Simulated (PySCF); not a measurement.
**Telling isomers of C8H10O apart by NMR**

PySCF 2.14.0 with density-fitted response routines calculation with PBE0/pcSseg-1 with gauge-including orbitals and structure optimised with PBE0-D3(BJ)/def2-SVP; non-relativistic Hamiltonian, no solvent model, averaged over atoms made equivalent by symmetry, fast rotation or ring inversion, a single conformation.

δ = σ(ref) − σ, references computed at the same level: TMS for ¹H and ¹³C. Where no couplings were computed, multiplicities follow the n + 1 count of equivalent neighbours, and m marks all less simple cases (inequivalent or close neighbours, rings, F or P nearby). Shifts are as computed. Against solution values, carbons near 30 ppm lie about +2 ppm off and those near 130 ppm about +5 ppm. Of 1211 compounds with measured shifts, 218 miss one by over three times the rms of a fit or turn the order of signals round; such compounds aren't used in these exercises.

(1) Tabulate the signals of `C=CCC#CCC(C)=O`, `COc1cccc(C)c1` and their relative energies.

(2) What is the quickest way to tell C=CCC#CCC(C)=O from COc1cccc(C)c1?

## Answers

(1) 
| SMILES | carbon types | δC | δH | E rel. (kcal/mol) |
| --- | --- | --- | --- | --- |
| C=CCC#CCC(C)=O | 3×C 1×CH 3×CH2 1×CH3 | 207.3, 142.9, 124.7, 88.1, 81.8, 36.4, 30.7, 27.7 | 6.01 (m, 1H), 5.42 (m, 1H), 5.37 (m, 1H), 2.97 (d, 2H), 2.96 (s, 2H), 2.32 (s, 3H) | 54.1 |
| COc1cccc(C)c1 | 2×C 4×CH 2×CH3 | 164.7, 144.6, 134.7, 125.8, 122.7, 108.9, 53.7, 23.3 | 7.27 (m, 1H), 6.89 (s, 1H), 6.83 (d, 1H), 6.43 (d, 1H), 3.64 (s, 3H), 2.32 (s, 3H) | 0.0 |

Energies are electronic energies at PBE0/pcSseg-1 on these geometries, without zero-point or thermal terms, each for the one conformer computed, which needn't be the lowest.

(2) Both give the same number of carbon signals, but DEPT or the intensities differ. The first has a terminal =CH2 carbon at 124.7 ppm, the second a substituted aromatic carbon (C) at 144.6 ppm. Their most deshielded carbons lie at 207.3 and 164.7 ppm. In the proton spectra the most deshielded non-exchanging signals are 6.01 (m, 1H) and 7.27 (m, 1H).
